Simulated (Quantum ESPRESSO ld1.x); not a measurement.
The numbers below are computed, except where a source is named.
Task: These are the eigenvalues of the occupied orbitals of an atom or ion with whole-number occupations (hartree). Level of theory: scalar-relativistic Kohn-Sham, LDA (Slater exchange, Perdew-Zunger correlation), spin-polarised, spherical densities, point nucleus (ld1.x of Quantum ESPRESSO 7.5).

orbital  eigenvalue
1s up      -34.2013
1s down    -33.9701
2s up      -4.40657
2p up      -3.62162
3s up      -1.24865

Which element is it, and in what charge state? The configuration may be excited. Open shells, if any, are filled with parallel spins first.

Result: Z = 10, neon, charge +3: Ne3+ in [He] 2s1 2p3 3s1. The list shows which subshells hold electrons but not how many an open one holds; the 1s level, -34.201 hartree, gives Z - s = 8.3 by -(Z - s)^2/2, which with screening and relativity narrows Z to a few neighbours, and the depths of the outer levels then fix element, charge and occupations together.
